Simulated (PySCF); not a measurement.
Compound: TMS, C₄H₁₂Si.
InChI=1S/C4H12Si/c1-5(2,3)4/h1-4H3

Method: B3LYP/6-31G in PySCF (dipole) on a GFN2-xTB geometry, gas phase.

Masses are those of the commonest isotopes; rigid-rotor values at the optimised geometry. 

(1) Give the principal moments of inertia and the rotational constants in GHz.

(2) What kind of rotor is it?

Results:

(1) Ia = 167.53, Ib = 167.76, Ic = 167.83 u·Å²; 505379 MHz·u·Å²/I gives 3017, 3012 and 3011 MHz, that is A = 3.0167, B = 3.0125, C = 3.0113 GHz.

(2) A spherical top, as the point group Td requires three equal moments; the computed ones differ by 0.18 % because the geometry is symmetric only within the optimiser's tolerance.

The point group Td allows no dipole (computed: 0.00 D), so a rigid rotor has no electric-dipole lines.

Task: Estimate the classical rotational partition function at 10 K, 50 K and 298.15 K.

Result: Point group Td, symmetry number σ = 12; q = (√π/σ)·√((kT/h)³/(ABC)), k/h = 20836.6 MHz/K: 84.9 at 10 K, 949 at 50 K, 13800 at 298.15 K.

Not checked by GFN2-xTB frequencies. These are rigid-rotor constants of the computed structure; measured ground-state constants (B0) also hold zero-point vibration.
